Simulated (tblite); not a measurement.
Compound: C7H6Cl (charge +1).
Geometry (GFN2-xTB, Å), atoms numbered from 1 in this order:
```
atom  x, y, z in Å
Cl1    3.1404   -1.5380    0.2450
C2     2.2513   -0.2275   -0.2030
C3     0.8718   -0.0982   -0.0748
C4     0.2532    1.1101   -0.5165
C5    -1.1057    1.2703   -0.4053
C6    -1.8876    0.2498    0.1417
C7    -1.3046   -0.9425    0.5815
C8     0.0514   -1.1238    0.4793
H9     2.8103    0.5996   -0.6368
H10    0.8664    1.8926   -0.9369
H11   -1.5753    2.1831   -0.7390
H12   -2.9566    0.3826    0.2258
H13   -1.9268   -1.7184    1.0010
H14    0.5112   -2.0401    0.8158
```

Level: GFN2-xTB in tblite, geometry and Hessian alike; calculated harmonic values, unscaled, isolated species. Errors from tens to a few hundred cm⁻¹ against measured bands are possible. One conformer, not necessarily the lowest.

Problem. How many normal modes are there?

Solution. 14 atoms, non-linear: 3N − 6 = 36.

Problem. What is the point group of the computed structure, and how do the modes divide by symmetry?

Solution. Cs. The vibrations span 25 a′ + 11 a″.

Problem. How many distinct wavenumbers does the calculation give?

Solution. 36: Cs has no degenerate species.

Problem. How many fundamentals are allowed in the infrared by symmetry?

Solution. 36 of 36: in Cs every mode is allowed. All fundamentals are allowed in the Raman spectrum.

Problem. Which of the modes above 1550 cm⁻¹ are stretches that can be named?

Solution. trigonal C–H 2987; aromatic C–H 3091, 3099, 3107, 3109; C–H 3095; not assigned to one kind of bond 1574 cm⁻¹.

Problem. Give the mode at 3090.5 cm⁻¹ as a wavelength, a frequency, a period and a quantum of energy.

Solution. 3.236 μm, 92.65 THz, 10.8 fs, 383.2 meV or 36.97 kJ/mol.

Problem. How far is the lowest real mode excited at 500 K, as a harmonic oscillator?

Solution. θ = hcν̃/k = 128 K for 89.2 cm⁻¹, so N1/N0 = 0.77 and ⟨v⟩ = 1/(exp(θ/T) − 1) = 3.4.

Problem. How are the modes spread over the spectrum?

Solution. 2 under 200 cm⁻¹; 6 from 200 to 600 cm⁻¹; 10 from 600 to 1000 cm⁻¹; 11 from 1000 to 1550 cm⁻¹; 1 from 1550 to 2000 cm⁻¹; 6 above 2600 cm⁻¹.
